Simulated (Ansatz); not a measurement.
**Energy profile**

The step: SiNH₄F ([NH2][SiH2][F]) + NH₃ → SiN₂H₆ ([NH2][SiH2][NH2]) + HF; bonds formed: Si1–N7, F2–H6; bonds broken: Si1–F2, H6–N7 (atoms numbered as in the saddle structure below).

```
11
angstrom
Si 0.0475 -0.4737 -0.4991
F 1.4467 0.2320 1.0409
H -1.1095 -0.8844 -1.3647
H 0.9045 -1.6734 -0.4130
N 0.4578 1.0082 -1.2028
H 0.2863 0.0569 1.4961
N -0.7736 -0.3050 1.1517
H 0.0798 1.2966 -2.0873
H 1.2591 1.5266 -0.8871
H -1.0859 -1.1693 1.5766
H -1.5126 0.3855 1.1886
```

Electronic energies by CCSD(T) at an estimated basis limit (MP2 extrapolated from triple and quadruple zeta, plus CCSD(T) − MP2 in triple zeta), on PBE0-D4/def2-TZVP structures; SiN2H7F, singlet; no counterpoise correction. Computed with Ansatz 0.2.0 (basis: def2-TZVPP and def2-QZVPP); correlated methods freeze the cores. Extrapolation: Hartree–Fock as exp(−7.88 √X), correlation as X^−2.97.

(1) Give the profile in kcal/mol, counted from the separated reactants. (To be estimated.)

The T1 diagnostic stays at or below 0.012.

Results:

(1) The calculation gives:
```
                                                                                                                point  kcal/mol
 separated: SiNH4F (linked as [NH2][SiH2][F]; Si1, F2, H3, H4, N5, H8, H9; singlet) + NH3 (H6, N7, H10, H11; singlet)      0.00
                                                                                                      start structure     -2.78
                                                                                                               saddle     25.97
                                                                                                        end structure     11.28
separated: SiN2H6 (linked as [NH2][SiH2][NH2]; Si1, H3, H4, N5, N7, H8, H9, H10, H11; singlet) + HF (F2, H6; singlet)     22.32
```

The step is the kind of exchange with an N–H group that builds nitride films in atomic layer and chemical vapour deposition.

For scale, one of the runs: CCSD(T)/def2-TZVPP, 233 basis functions (an equivalent command: `ansatz run in.yaml --threads 4`). Hardware: 4 CPU threads, shared host. Wall time 94 s; peak host memory 4.2 GiB.
